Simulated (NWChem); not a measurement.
trichloroethylene (C₂HCl₃); SMILES ClC=C(Cl)Cl

```xyz
6

Cl    -0.3741    -2.2494     0.0000
C     -0.9253    -0.6317     0.0000
C     -0.1085     0.4302     0.0000
Cl     1.5989     0.3132     0.0000
Cl    -0.7543     2.0255     0.0000
H     -2.0077    -0.4963     0.0000
```
Atoms are numbered in this order, from 1.

Computed with NWChem. Pople sets run with spherical d functions. The geometry was optimised at PBE0/def2-SVP. GIAO values for the isolated, static molecule; σ is the absolute isotropic shielding, δ = σ(reference) − σ with the isolated reference molecule computed at the same levels (13C: tetramethylsilane, 1H: tetramethylsilane).

| level | σ Cl1 (ppm) | δ C2 (ppm) | δ C3 (ppm) | σ Cl4 (ppm) | σ Cl5 (ppm) | δ H6 (ppm) |
|---|---|---|---|---|---|---|
| PBE0/pcSseg-1 | 718.1 | 129.4 | 143.4 | 633.9 | 627.5 | 6.21 |
| LDA (Slater exchange, VWN5)/pcSseg-1 | 665.6 | 129.7 | 146.9 | 582.2 | 573.5 | 6.16 |
| B3LYP/6-31G* | ___ | ___ | ___ | ___ | ___ | ___ |
| B3LYP/6-311G** | 715.9 | 128.8 | 143.9 | 636.2 | 631.3 | 6.01 |
| Hartree-Fock/6-31G* | 835.2 | 124.8 | 133.2 | 755.1 | 754.1 | 6.16 |

Task: Complete the blanks.

Result: 
- B3LYP/6-31G*, σ Cl1 (ppm): 732.5
- B3LYP/6-31G*, δ C2 (ppm): 117.2
- B3LYP/6-31G*, δ C3 (ppm): 131.5
- B3LYP/6-31G*, σ Cl4 (ppm): 653.9
- B3LYP/6-31G*, σ Cl5 (ppm): 648.9
- B3LYP/6-31G*, δ H6 (ppm): 5.77
